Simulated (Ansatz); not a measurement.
C6H17NSi, triplet, at the geometry of the source list (a higher spin typed on purpose: for a closed-shell molecule this is an excited state). Base run: Ansatz (a first-principles code) with B3LYP/def2-SV(P).

Geometry (Å):
```xyz
25

Si     0.0321     2.4779    -0.0658
N      0.0330     0.7643     0.0780
C     -1.2475     0.0991     0.2798
C     -1.5921    -0.9885    -0.7372
C     -1.4233    -0.4191     1.7126
C      1.2685     0.0473    -0.1968
C      1.4231    -0.3612    -1.6680
C      1.5445    -1.1415     0.7225
H      1.3495     2.9532     0.3541
H     -1.0076     3.0015     0.8206
H     -0.2385     2.9535    -1.4349
H     -1.9966     0.8887     0.1460
H     -0.9589    -1.8636    -0.6247
H     -2.6236    -1.3002    -0.5846
H     -1.4962    -0.6044    -1.7493
H     -0.8311    -1.3079     1.9020
H     -2.4696    -0.6648     1.8828
H     -1.1292     0.3555     2.4167
H      2.0605     0.7810    -0.0011
H      0.7789    -1.1939    -1.9302
H      1.1837     0.4838    -2.3092
H      2.4533    -0.6573    -1.8555
H      1.4676    -0.8398     1.7634
H      2.5569    -1.4976     0.5419
H      0.8627    -1.9660     0.5367
```
Charge 0, spin multiplicity 3.
Orbitals are unrestricted.
All else is at Ansatz's defaults.

Variants of this job, named by their change:

```json
[
 {"change": "base", "E (Eh)": "-582.59307", "SCF-reference <S^2>": "2.005", "core-seconds (rough)": "40"},
 {"change": "functional = r2scan", "E (Eh)": "-582.35559", "SCF-reference <S^2>": "2.008", "core-seconds (rough)": "70"},
 {"change": "functional = blyp", "E (Eh)": "-582.36942", "SCF-reference <S^2>": "2.003", "core-seconds (rough)": "30"},
 {"change": "functional = hse06", "E (Eh)": "-582.06685", "SCF-reference <S^2>": "2.006", "core-seconds (rough)": "50"},
 {"change": "functional = pbe0", "E (Eh)": "-582.09116", "SCF-reference <S^2>": "2.006", "core-seconds (rough)": "40"},
 {"change": "functional = SVWN5", "E (Eh)": "-578.71063", "SCF-reference <S^2>": "2.002", "core-seconds (rough)": "20"},
 {"change": "functional = PBE-QIDH", "E (Eh)": "-581.82076", "SCF-reference <S^2>": "2.012", "core-seconds (rough)": "70"},
 {"change": "functional = B97M-V", "E (Eh)": "-582.47626", "SCF-reference <S^2>": "2.006", "core-seconds (rough)": "100"},
 {"change": "functional = revpbe", "E (Eh)": "-582.41127", "SCF-reference <S^2>": "2.003", "core-seconds (rough)": "30"},
 {"change": "functional = hf", "E (Eh)": "-579.92265", "SCF-reference <S^2>": "2.018", "core-seconds (rough)": "40"},
 {"change": "functional = wB97X-V", "E (Eh)": "-582.43195", "SCF-reference <S^2>": "2.006", "core-seconds (rough)": "100"},
 {"change": "functional = pbe; dispersion = d4", "E (Eh)": "-582.03459", "SCF-reference <S^2>": "2.003", "core-seconds (rough)": "30"},
 {"change": "functional = pbe", "E (Eh)": "-582.00916", "SCF-reference <S^2>": "2.003", "core-seconds (rough)": "30"}
]
```

Totals shift with the method and basis; they matter in differences.
